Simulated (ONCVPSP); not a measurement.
**Ge (Z = 32), ONCV: configuration errors across variants**

```json
{
  "Element": "Ge",
  "Generator": "ONCVPSP 4.0.1",
  "Type": "optimised norm-conserving Vanderbilt (ONCV)",
  "Functional": "PBE",
  "Relativity": "scalar-relativistic",
  "Frozen core": "[Ar]",
  "Valence charge": "14",
  "Reference configuration": "3d10 4s2 4p2",
  "Partial waves": "4s: rc 1.50 bohr, ncon 4, nbas 8, qcut 3.5 1/bohr, 2 projectors, debl 0.9 Ha; 4p: rc 2.05 bohr, ncon 4, nbas 7, qcut 3.4 1/bohr, 2 projectors, debl 3 Ha; 3d: rc 1.25 bohr, ncon 3, nbas 7, qcut 12.7 1/bohr, 1 projector",
  "Local potential": "polynomial inside 0.80 bohr (lpopt 3, dvloc0 6 Ha)",
  "Core correction": "Teter function, fcfact 5, rcfact 1.2"
}
```

All-electron excitation energies from the reference (eV): (1) 3d10 4s2 4p1 7.444; (2) 3d10 4s2 4p0 22.884; (3) 3d10 4s1 4p0 57.675; (4) 3d9 4s2 4p3 29.626.

Errors AE − PS in meV (a dash: test not solved or not reliable):

```
      change   (1)   (2)  (3)   (4)  bound ghosts  GHOST(+) flags above zero
        base  -1.0  -1.6  +27  -188          none                          s
 p: debl 0.3  -1.1  -1.7  +27  -181          none                          s
p: debl 0.55  -1.1  -1.7  +27  -181          none                          s
p: debl 1.05  -1.1  -1.7  +27  -183          none                       s, p
p: debl 1.45  -1.1  -1.7  +27  -184          none                       s, p
 p: debl 3.1  -1.0  -1.6  +27  -188          none                          s
 p: debl 5.1  -0.8  -1.5  +27  -189          none                       s, p
```

Problem. Give the same row for: p: debl 0.2.

Solution. -1.1, -1.7, +27, -183; bound ghosts: none; GHOST(+) flags above zero: s, p.
